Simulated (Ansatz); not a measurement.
```yaml
crystal:
  periodic: [false, false, false]
  atoms:
    - {symbol: F, position_ang: [-0.789578, -0.988888, 1.388784]}
    - {symbol: Ti, position_ang: [0.313709, -0.563486, 0.110367]}
    - {symbol: F, position_ang: [1.949156, -0.722002, 0.569351]}
    - {symbol: F, position_ang: [-0.119925, -1.340108, -1.324380]}
    - {symbol: Se, position_ang: [0.064523, 1.879335, -0.231656]}
    - {symbol: H, position_ang: [-1.352854, 1.650294, -0.518892]}
basis:
  gaussian: {orbitals: 6-31G, final_grid: {core_spheres: 5, valence_spheres: 4, degree: 11}, nuclear_model: gaussian}
total_charge: -1
magnetization: {spin_polarized: true, initial_magnetization: 7}
hamiltonian: {xc: {name: revPBE}}
```

```sh
$ ansatz run in.yaml --threads 4 --pin off --events-out ev --progress --plain --max-ram 10444MiB
```

It prints (some lines left out):

```
Functional definition: revPBE
1098 factors; their error is unknown
mean field evaluation 1: about -96586.5692 eV, gradient 4.5e1 eV
mean field evaluation 2: about -96486.2841 eV, gradient 1.1e2 eV
mean field evaluation 4: about -96543.6677 eV, gradient 8.7e1 eV
mean field evaluation 8: about -96596.2988 eV, gradient 6.7e-1 eV
mean field evaluation 16: about -96596.2198 eV, gradient 2.4e-5 eV
mean field -96596.21975770 eV, -3549.8456008262 hartree, gradient 7.3e-6 eV, S^2 15.752576; 10 other end points of the search recorded, 0 dependent functions left out
reference -96596.21981802 eV, -3549.8456030428 hartree; 46, 39 occupied and 41, 48 virtual orbitals, 1098 factors
Total energy: -96596.21981802 eV, -3549.8456030428 hartree
```

(1) What is wrong with this run?

Answers

(1) The spin is set far too high for this molecule. The calculation finished and met its thresholds. The result belongs to that input, not to the molecule as meant.
